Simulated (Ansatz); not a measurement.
Sn₂₁AsH₃₂⁻. Charge -1, multiplicity 1. Geometry r2SCAN-D4/def2-SVP; atoms count from 1.

```xyz
54

Sn    2.693   -4.137    2.282
Sn    4.191    0.394   -3.189
Sn   -0.423    0.285   -4.593
Sn   -1.730   -4.104    1.743
Sn   -3.181   -1.843   -1.708
As    0.853   -1.571   -0.809
Sn    1.594    0.306    2.383
Sn    1.040    2.469   -0.600
Sn   -1.205    0.459    2.052
Sn   -2.991    2.633   -1.972
Sn   -1.495    5.222    2.015
Sn    3.228   -1.909   -1.901
Sn    0.698   -3.953    0.317
Sn    2.385   -1.907    3.949
Sn   -0.662   -1.971   -2.926
Sn    3.582    2.802   -1.855
Sn   -0.406    2.652   -3.057
Sn   -3.749   -4.121   -0.189
Sn   -2.185   -1.847    3.372
Sn   -3.001    0.493   -0.140
Sn    0.567    5.215    0.083
Sn   -1.836    2.826    3.461
H     2.458   -5.609    3.159
H     4.289   -4.221    1.641
H     5.882    0.067   -3.390
H     3.548    0.318   -4.789
H    -1.763    0.188   -5.686
H     0.976    0.091   -5.586
H    -1.736   -5.576    2.660
H    -4.421   -1.564   -2.886
H     2.671    0.204    1.048
H     2.021    1.744    3.250
H    -4.357    2.335   -2.993
H    -3.368    4.074   -1.098
H    -3.054    5.533    1.337
H    -1.316    6.436    3.241
H     3.208   -3.313   -2.915
H     4.246   -2.317   -0.564
H     0.789   -5.245   -0.836
H     3.887   -1.598    4.748
H     1.277   -2.330    5.200
H    -0.322   -3.488   -3.691
H     3.891    4.004   -3.070
H     4.923    2.968   -0.765
H    -0.343    3.936   -4.229
H    -3.707   -5.549   -1.161
H    -5.333   -4.058    0.497
H    -3.901   -1.781    3.582
H    -1.541   -2.150    4.946
H    -4.466    0.538    0.801
H     1.867    5.974    0.951
H     0.062    6.436   -1.047
H    -0.868    2.851    4.894
H    -3.466    2.709    4.031
```

In the def2 sets Sn takes a core potential; there is no spin–orbit coupling. Single mean-field runs in def2-TZVP are fitted with def2-universal-jkfit.

(1) Estimate the Mulliken populations of the heavy atoms from the PBE0/def2-TZVP orbitals of Ansatz.

(2) And the Mayer bond orders between heavy atoms (over 0.3)?

Answers

(1) 
```tsv
atom	charge (e)
Sn1	0.04
Sn2	0.03
Sn3	0.03
Sn4	0.01
Sn5	0.02
As6	-0.59
Sn7	0.09
Sn8	-0.05
Sn9	0.15
Sn10	0.04
Sn11	0.04
Sn12	0.26
Sn13	0.20
Sn14	0.01
Sn15	0.17
Sn16	0.02
Sn17	-0.01
Sn18	0.04
Sn19	-0.03
Sn20	0.04
Sn21	0.02
Sn22	0.03
```
Mulliken values depend strongly on the basis.

(2) Sn1–Sn13 0.84 (2.81 Å); Sn1–Sn14 0.89 (2.80 Å); Sn2–Sn12 0.85 (2.81 Å); Sn2–Sn16 0.86 (2.82 Å); Sn3–Sn15 0.84 (2.82 Å); Sn3–Sn17 0.85 (2.82 Å); Sn4–Sn13 0.84 (2.82 Å); Sn4–Sn18 0.87 (2.79 Å); Sn4–Sn19 0.86 (2.82 Å); Sn5–Sn15 0.85 (2.80 Å); Sn5–Sn18 0.85 (2.80 Å); Sn5–Sn20 0.84 (2.82 Å); As6–Sn12 0.89 (2.64 Å); As6–Sn13 0.91 (2.64 Å); As6–Sn15 0.90 (2.63 Å); Sn7–Sn9 0.81 (2.82 Å); Sn7–Sn14 0.80 (2.82 Å); Sn8–Sn16 0.82 (2.85 Å); Sn8–Sn17 0.82 (2.86 Å); Sn8–Sn21 0.84 (2.87 Å); Sn9–Sn19 0.80 (2.83 Å); Sn9–Sn20 0.82 (2.83 Å); Sn9–Sn22 0.84 (2.83 Å); Sn10–Sn17 0.88 (2.80 Å); Sn10–Sn20 0.83 (2.82 Å); Sn11–Sn21 0.86 (2.83 Å); Sn11–Sn22 0.86 (2.82 Å).
